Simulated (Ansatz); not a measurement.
Single points on CH4BeO⁺, that is BeMe(OH) with one electron fewer.

```yaml
crystal:
  periodic: [false, false, false]
  atoms:
    - {symbol: Be, position_ang: [-0.059280, -0.118569, -0.628441]}
    - {symbol: C, position_ang: [-0.065801, 0.104728, 1.047021]}
    - {symbol: H, position_ang: [0.951013, 0.091706, 1.469780]}
    - {symbol: H, position_ang: [-0.633851, -0.690437, 1.556401]}
    - {symbol: H, position_ang: [-0.524331, 1.063745, 1.335007]}
    - {symbol: O, position_ang: [-0.128831, -0.355176, -2.033204]}
    - {symbol: H, position_ang: [0.461081, -0.095986, -2.746564]}
basis:
  gaussian: {orbitals: def2-TZVP, initial_orbitals: start.molden}
total_charge: 1
magnetization: {spin_polarized: true, initial_magnetization: 1}
hamiltonian: {xc: r2scan, dispersion: d4}
scf: {omitted_lower_state_checks: [starts]}
output: {orbitals: {seedname: orbitals}}
```

The file start.molden holds the orbitals of an earlier run on this structure, at another level or in another basis.

```sh
$ ansatz run in.yaml --threads 4 --pin off --events-out ev --progress --plain --max-ram 3916MiB
```

Shortened log:

```
Functional definition: r2SCAN
648 factors; their error is unknown
mean field evaluation 1: about -3540.8549 eV, gradient 2.5e0 eV
mean field evaluation 2: about -3540.8836 eV, gradient 1.3e-1 eV
mean field evaluation 4: about -3540.8701 eV, gradient 3.6e-3 eV
mean field evaluation 8: about -3540.8701 eV, gradient 1.5e-5 eV
mean field -3540.87013576 eV, -130.1245774012 hartree, gradient 1.5e-5 eV, S^2 0.757396; 0 other end points of the search recorded, 0 dependent functions left out
reference -3540.87014860 eV, -130.1245778730 hartree; 11, 10 occupied and 94, 95 virtual orbitals, 648 factors
Total energy: -3540.88302713 eV, -130.1250511502 hartree
Checks for a lower state left out: starts
```

Run time 2.9 s (4 threads of Arm Neoverse N1 on a shared host).

As the first input, with `hamiltonian: {xc: pbe, dispersion: d4}` (abridged; 1.5 s):

```
Functional definition: PBE
mean field -3538.25521522 eV, -130.0284808439 hartree, gradient 2.3e-5 eV, S^2 0.753292
Total energy: -3538.30612340 eV, -130.0303516851 hartree
Checks for a lower state left out: starts
```

The first input with `gaussian: {orbitals: def2-TZVPP, initial_orbitals: start.molden}`, `correlation: {method: ccsd_t}`, `scf: {omitted_lower_state_checks: [starts, cluster_reference]}` and without the key `hamiltonian` (abridged; 35 s):

```
Functional definition: HF
mean field -3522.43309436 eV, -129.4470286267 hartree, gradient 2.4e-6 eV, S^2 0.756217
2 core orbitals not correlated: weight in the atoms' cores, before any rotation towards them, 1.000 or more for the frozen orbitals, at most 0.000 for the correlated occupied ones
second order -12.44915819 eV of doubles, -0.00000000 eV of singles
cycle   1  -12.78782422 eV  change   -3.4e-1 eV  update   7.8e-2
cycle   2  -13.06273708 eV  change   -2.7e-1 eV  update   2.5e-2
cycle   3  -13.15553363 eV  change   -9.3e-2 eV  update   1.6e-2
cycle   4  -13.15288983 eV  change    2.6e-3 eV  update   5.0e-3
cycle   5  -13.15097391 eV  change    1.9e-3 eV  update   3.7e-3
cycle   6  -13.15186424 eV  change   -8.9e-4 eV  update   2.3e-3
cycle   7  -13.15221936 eV  change   -3.6e-4 eV  update   2.1e-3
cycle   8  -13.15230203 eV  change   -8.3e-5 eV  update   1.3e-3
cycle   9  -13.15255435 eV  change   -2.5e-4 eV  update   5.9e-4
cycle  10  -13.15241763 eV  change    1.4e-4 eV  update   1.4e-4
cycle  11  -13.15245753 eV  change   -4.0e-5 eV  update   7.3e-5
cycle  12  -13.15248972 eV  change   -3.2e-5 eV  update   4.4e-5
cycle  13  -13.15248372 eV  change    6.0e-6 eV  update   3.1e-5
cycle  14  -13.15249559 eV  change   -1.2e-5 eV  update   1.9e-5
perturbative correction -0.40229041 eV, -0.0147839000 hartree
Total energy: -3535.98788036 eV, -129.9451578246 hartree
Checks for a lower state left out: starts, cluster_reference
```

First input, but with `gaussian: {orbitals: def2-TZVP}`, `hamiltonian: {xc: pbe0, dispersion: d4}` and without the key `scf` (abridged; 4.3 s):

```
Functional definition: PBE0
mean field evaluation 16: about -3538.3081 eV, gradient 2.7e-1 eV
mean field evaluation 32: about -3538.1024 eV, gradient 6.4e0 eV
mean field -3538.30841932 eV, -130.0304360583 hartree, gradient 8.6e-6 eV, S^2 0.757612; 4 other end points of the search recorded, 0 dependent functions left out
Total energy: -3538.35098178 eV, -130.0320001999 hartree
```

Geometry: PBE-D4/def2-TZVP, that of the neutral singlet.

Correlated methods freeze 2 core orbitals. At PBE-D4/def2-TZVP the gap within one spin of the charge 1 doublet nearly closes, so an electron or hole may be smeared out by delocalisation error.
